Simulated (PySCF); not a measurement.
Positional isomers: silole hydroxy. Isolated molecules, 0 K electronic values unless said otherwise. One relaxed conformer stands for each flexible species; it need not be the lowest. Strings in code marks are SMILES.

The four lowest singlet excitations (Tamm–Dancoff). Level of theory: PBE0-D4/def2-TZVP (PySCF). Excitations are Tamm–Dancoff values on a coarser integration grid. The basis has no diffuse functions, so Rydberg states are missing or too high.

```json
[
 {"state": "S1", "energy (eV)": "4.19", "wavelength (nm)": "296", "oscillator strength": "0.104"},
 {"state": "S2", "energy (eV)": "4.86", "wavelength (nm)": "255", "oscillator strength": "0.001"},
 {"state": "S3", "energy (eV)": "5.74", "wavelength (nm)": "216", "oscillator strength": "0.000"},
 {"state": "S4", "energy (eV)": "6.11", "wavelength (nm)": "203", "oscillator strength": "0.000"}
]
```

### Question
Say which member gives these states.
(A) `OC1=CC=C[SiH2]1` (H–O–C–Si torsion 0°)
(B) `O[SiH]1C=CC=C1` (H–O–Si–C torsion 54°)
(C) `OC1=C[SiH2]C=C1` (H–O–C–C torsion 0°)

### Answer
A, `OC1=CC=C[SiH2]1` (H–O–C–Si torsion 0°)
